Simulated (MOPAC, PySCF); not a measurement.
H$_{2}$B$_{3}$N, SMILES `B=BN=B` (B–B–N–B torsion 19°), neutral singlet in the gas phase. 

Cartesian coordinates (Å):
```xyz
6

B      2.0840     0.1897     0.1643
B      0.5797     0.0152     0.0460
N     -0.7517    -0.1423    -0.0584
B     -2.0011    -0.2961    -0.1577
H      3.2428     0.3215     0.2547
H     -3.1538    -0.4394    -0.2489
```
Charge 0, multiplicity 1.

All levels are single points at this geometry (B3LYP-D3(BJ)/def2-TZVP); Pople sets use spherical d functions. Orbital energies aren't observables, and empty levels follow the basis.

| level | HOMO (eV) | LUMO (eV) | gap (eV) | dipole (D) | vertical IE, Delta-SCF (eV) |
|---|---|---|---|---|---|
| PBE-D3(BJ)/def2-TZVP in PySCF | -4.17 | -4.42 | -0.26 | 1.99 | – |
| ωB97X-D3(BJ)/def2-TZVP in PySCF | -7.04 | -1.06 | 5.98 | 2.85 | 6.95 |
| SVWN5/6-31G* in PySCF | -3.88 | -4.33 | -0.45 | 1.63 | – |
| HF/3-21G in PySCF | -6.49 | 0.74 | 7.23 | 3.15 | – |
| HF/6-31G* in PySCF | -6.34 | 1.11 | 7.45 | 3.13 | 5.38 |
| PM7 in MOPAC | -7.72 | -1.82 | 5.90 | 4.35 | – |
